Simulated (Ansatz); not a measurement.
The cluster BaSe2⁻. Charge -1, multiplicity 2. Geometry PBE-D4/def2-TZVPD; atoms count from 1.

```csv
atom,x (Å),y (Å),z (Å)
Ba1,0.0021,0.0013,0.0019
Se2,1.7343,-2.2368,-0.3612
Se3,-1.7364,2.2355,0.3592
```

In the def2 sets Ba takes a core potential; there is no spin–orbit coupling. The structure comes from a short search, and lower isomers may exist.

Question: Estimate the Mulliken populations from the PBE0/def2-TZVPD orbitals of Ansatz.

Answer: 
```csv
atom,charge (e),spin (α − β)
Ba1,1.18,-0.03
Se2,-1.09,0.52
Se3,-1.09,0.52
```
Mulliken values and Mayer orders depend strongly on the basis. With diffuse functions, as here, like atoms can get unlike values, and bond orders can come out too low or too high.

Question: Where does the spin sit?

Answer: Summed by element: Ba -0.03, Se 1.03, of 1 unpaired in all. Largest on single atoms: Se2 0.52, Se3 0.52, Ba1 -0.03.

Question: And the Mayer bond orders between bonded heavy atoms (over 0.3)?

Answer: Ba1–Se2 0.75 (2.85 Å); Ba1–Se3 0.75 (2.85 Å). Values over 0.3 also appear between atoms too far apart for a bond (Se2–Se3 0.31 at 5.71 Å); they arise where an orbital or an unpaired electron spreads over both atoms.
